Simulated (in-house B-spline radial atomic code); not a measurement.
The caesium ion Cs⁺ is squeezed into an impenetrable sphere of radius R (the orbitals vanish at R). No spin polarisation. Computed with a B-spline radial code for spherical atoms: scalar-relativistic (X2C) PBE, spherical fractional occupations, Fermi nucleus of rms radius 4.8041 fm.

Energies in eV above the free ion in [Kr] 4d10 5s2 5p6:

```json
{"R (bohr)": "9.71", "highest level (eV)": "-18.7", "[Kr] 4d10 5s2 5p6": "2.305e-05", "[Ar] 3d10 4s2 4p5 4d10 4f1 5s2 5p6": "170.7", "[Kr] 4d10 5s1 5p6 5f1": "36.03"}
{"R (bohr)": "6.47", "highest level (eV)": "-18.6", "[Kr] 4d10 5s2 5p6": "0.04396", "[Ar] 3d10 4s2 4p5 4d10 4f1 5s2 5p6": "171.1", "[Kr] 4d10 5s1 5p6 5f1": "41.21"}
{"R (bohr)": "4.93", "highest level (eV)": "-17.9", "[Kr] 4d10 5s2 5p6": "0.9954", "[Ar] 3d10 4s2 4p5 4d10 4f1 5s2 5p6": "172.4", "[Kr] 4d10 5s1 5p6 5f1": "49.37"}
{"R (bohr)": "4.39", "highest level (eV)": "-16.9", "[Kr] 4d10 5s2 5p6": "2.907", "[Ar] 3d10 4s2 4p5 4d10 4f1 5s2 5p6": "174.4", "[Kr] 4d10 5s1 5p6 5f1": "55.85"}
{"R (bohr)": "3.59", "highest level (eV)": "-12.8", "[Kr] 4d10 5s2 5p6": "14.24", "[Ar] 3d10 4s2 4p5 4d10 4f1 5s2 5p6": "185.8", "[Kr] 4d10 5s1 5p6 5f1": "78.34"}
{"R (bohr)": "3.24", "highest level (eV)": "-8.69", "[Kr] 4d10 5s2 5p6": "28.78", "[Ar] 3d10 4s2 4p5 4d10 4f1 5s2 5p6": "200.3", "[Kr] 4d10 5s1 5p6 5f1": "100.7"}
{"R (bohr)": "2.58", "highest level (eV)": "9.82", "[Kr] 4d10 5s2 5p6": "113.2", "[Ar] 3d10 4s2 4p5 4d10 4f1 5s2 5p6": "285.4", "[Kr] 4d10 5s1 5p6 5f1": "208.5"}
{"R (bohr)": "2.2", "highest level (eV)": "36.8", "[Kr] 4d10 5s2 5p6": "263.7", "[Ar] 3d10 4s2 4p5 4d10 4f1 5s2 5p6": "437.4", "[Kr] 4d10 5s1 5p6 5f1": "380.1"}
{"R (bohr)": "1.81", "highest level (eV)": "102", "[Kr] 4d10 5s2 5p6": "685.2", "[Ar] 3d10 4s2 4p5 4d10 4f1 5s2 5p6": "864", "[Kr] 4d10 5s1 5p6 5f1": "829.5"}
{"R (bohr)": "1.23", "highest level (eV)": "471", "[Kr] 4d10 5s2 5p6": "3760", "[Ar] 3d10 4s2 4p5 4d10 4f1 5s2 5p6": "3963", "[Kr] 4d10 5s1 5p6 5f1": "3915"}
```

Question: Does [Ar] 3d10 4s2 4p5 4d10 4f1 5s2 5p6 fall below [Kr] 4d10 5s2 5p6 under compression?

Answer: No, it stays above over the whole range.

Question: Does [Kr] 4d10 5s1 5p6 5f1 fall below [Kr] 4d10 5s2 5p6 under compression?

Answer: No, it stays above over the whole range.

The highest level is first positive in the row R = 2.58 bohr, pushed up by confinement above the zero of the free ion's potential. Each configuration is held fixed and needn't be the lowest in the sphere.
